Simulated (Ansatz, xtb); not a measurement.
**Relative energy of two isomers of Cl2FH3Si2**

Structure a is `F[Si]([SiH3])(Cl)Cl`, a singlet and structure b is `F[Si@H](Cl)[SiH2]Cl`, a singlet. Both are isolated molecules in the gas phase, relaxed with B3LYP-D3(BJ)/def2-SVP, each in the lowest conformer that the search found.

Quicker runs give these differences E(b) − E(a): GFN2-xTB −8.0 kcal/mol; HF/STO-3G +3.8 kcal/mol (at GFN2-xTB geometries); r2SCAN-D4/def2-SVP +7.8 kcal/mol (at GFN2-xTB geometries).

**Question.** Estimate E(b) − E(a) at the level CCSD(T)/def2-SVP + ΔMP2/def2-TZVPP.

**Answer.** Calculated at CCSD(T)/def2-SVP + ΔMP2/def2-TZVPP: E(b) − E(a) = +4.5 kcal/mol, so structure a lies lower.

How the difference moves with the method:

| level | geometry | E(b) − E(a) (kcal/mol) | departure from the last row (kcal/mol) | job, with rough time for the two |
| --- | --- | --- | --- | --- |
| GFN2-xTB | GFN2-xTB | −8.0 | −12.5 | optimisation, 0.37 s |
| HF/STO-3G | GFN2-xTB | +3.8 | −0.7 | single point, 0.62 s |
| r2SCAN-D4/def2-SVP | GFN2-xTB | +7.8 | +3.3 | single point, 4 s |
| B3LYP-D3(BJ)/def2-SVP | B3LYP-D3(BJ)/def2-SVP | +5.2 | +0.7 | optimisation, 42 s |
| HF/def2-SVP | B3LYP-D3(BJ)/def2-SVP | +3.1 | −1.4 | part of the CCSD(T) run |
| MP2/def2-SVP | B3LYP-D3(BJ)/def2-SVP | +5.6 | +1.1 | part of the CCSD(T) run |
| CCSD(T)/def2-SVP | B3LYP-D3(BJ)/def2-SVP | +5.4 | +0.9 | single point |
| CCSD(T)/def2-SVP + ΔMP2/def2-TZVPP | B3LYP-D3(BJ)/def2-SVP | +4.5 |  | single point, 25 s |

As drawn, both hold the same kinds of bond in the same numbers.

GFN2-xTB puts the two in the other order. The largest departure from CCSD(T)/def2-SVP + ΔMP2/def2-TZVPP is that of GFN2-xTB, 12.5 kcal/mol. The last row adds to CCSD(T) the change of the MP2 difference between the two basis sets, here −0.9 kcal/mol.

With harmonic frequencies from B3LYP-D3(BJ)/def2-SVP (ideal gas, rigid rotor, one conformer each, 298.15 K, 1 atm): on the last row, ΔE + ΔZPE = +5.1 kcal/mol. A mode under 50 cm⁻¹ makes harmonic enthalpies and free energies unreliable, so none is given.

The correlated steps freeze 21 core orbitals. Run with Ansatz 0.2.0, xtb 6.7.1; the last row on 2 threads of AMD EPYC 7R43 64-Core Processor (Zen 3) on a shared host.
